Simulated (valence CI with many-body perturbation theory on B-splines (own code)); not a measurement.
Results of a calculation; reference values are marked as such.
**Hyperfine factors and g values of Cd27+**

Level of theory: configuration interaction combined with many-body perturbation theory (CI+MBPT): three valence electrons over a frozen Dirac-Fock core [Ar], radial functions for each j: 9 s, 9 p, 10 d, 8 f, 5 g, 3 h, 1 i, with the one-electron correlation potential Σ1 (screened to all orders), the two-electron term Σ2, the three-electron term Σ3, Breit, model QED; selected single and double excitations, second order for the rest (own B-spline code, finite nucleus).

The last digits are not significant, and no measured levels were compared; by estimate large intervals hold to a few tenths of a per cent, small ones and those within an open d or f shell to about a per cent. Only levels of the ground parity were solved; by the run's estimate the other parity begins above the list, which can be wrong where configurations are misplaced.

A/g_I is the dipole constant over the nuclear g factor μ/I (μ in nuclear magnetons, uniformly magnetised nucleus), B/Q the quadrupole constant per barn. Both hold the static response of the core; the bare values leave it out. Large factors of s and p1/2 electrons are usually good to 5 to 10 %; those of open d and f shells near neutrality can be off by tens of per cent, and small factors of p3/2, d and f electrons come from cancelling terms and can be off by a factor of two or in sign, in half-filled shells by more. B is blank for J = 1/2, where it vanishes, and for nearly pure S terms. Energies count from the lowest level.

Names give the largest LS component (configuration and term), which can be under half, so a name can repeat, a term be missing and a line seem to break the LS rules; names also repeat where a configuration has a term twice. Letters in brackets count levels of one name in rising energy.

```tsv
Level	E (cm⁻¹)	g	A/g_I (MHz)	A/g_I bare	B/Q (MHz/b)	B/Q bare
3d3 4F_3/2	0	0.510	20800	20400	-7370	-7530
3d3 4F_5/2	41786	1.036	11700	11800	-5000	-5120
3d3 4F_7/2	70686	1.170	10700	10800	-2750	-2820
3d3 4P_3/2	85068	1.354	9540	9840	-6500	-6650
3d3 4F_9/2	86401	1.182	11600	11800	3140	3200
3d3 4P_1/2	99508	2.062	-10100	-9200		
3d3 2G_7/2	136090	0.963	12200	12200	5270	5400
3d3 2H_9/2	142910	1.085	10900	11000	10700	10900
3d3 4P_5/2	146930	1.535	3560	4030	11100	11400
3d3 2D_3/2 [a]	166070	1.171	11000	11100	-11900	-12200
3d3 2P_1/2	176240	1.267	-1750	-1440		
3d3 2H_11/2	187700	1.087	11400	11500	25800	26300
3d3 2D_5/2 [a]	201920	1.207	10100	10300	-4510	-4620
3d3 2G_9/2	221880	1.075	9230	9330	7830	8010
3d3 2F_5/2	230180	0.931	9830	9820	16700	17000
3d3 2F_7/2	235590	1.126	11300	11500	6400	6560
3d3 2P_3/2	243400	1.202	9820	10000	2490	2530
3d3 2D_3/2 [b]	341550	0.808	17600	17400	14600	14900
3d3 2D_5/2 [b]	349140	1.159	8780	8950	8810	9000
```

Task: Take the isotope of mass number 113, with I = 1/2, μ = -0.6213 μN. What is the hyperfine structure of 3d3 4F_9/2?

Result: From the table A = -14500 MHz. Shifts from the centre of gravity in MHz: F = 4: 39900, F = 5: -32600.
